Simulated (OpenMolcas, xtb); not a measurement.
**CH6Sn (SMILES [CH3][SnH3]): methods side by side**

CH6Sn: 8 atoms, total charge 0, spin state singlet. SMILES: `[CH3][SnH3]`. The shape is that of a PBE0-D4/def2-TZVP optimisation.

Quantity: the dipole moment, in D. The values are calculated.

```csv
level,kind,program,value (D)
GFN2-xTB,semi-empirical,xtb,1.40
HF/def2-SVP (core potential),Hartree–Fock,OpenMolcas,0.73
SVWN5/def2-SVP (core potential),LDA,OpenMolcas,0.82
revPBE/def2-SVP (core potential),GGA,OpenMolcas,0.82
M06-L/def2-SVP (core potential),meta-GGA,OpenMolcas,0.71
BHLYP/def2-SVP (core potential),global hybrid,OpenMolcas,0.75
PBE0/def2-SVP (core potential),global hybrid,OpenMolcas,0.78
```

The values span 0.71 to 1.40 D. Magnitudes only.
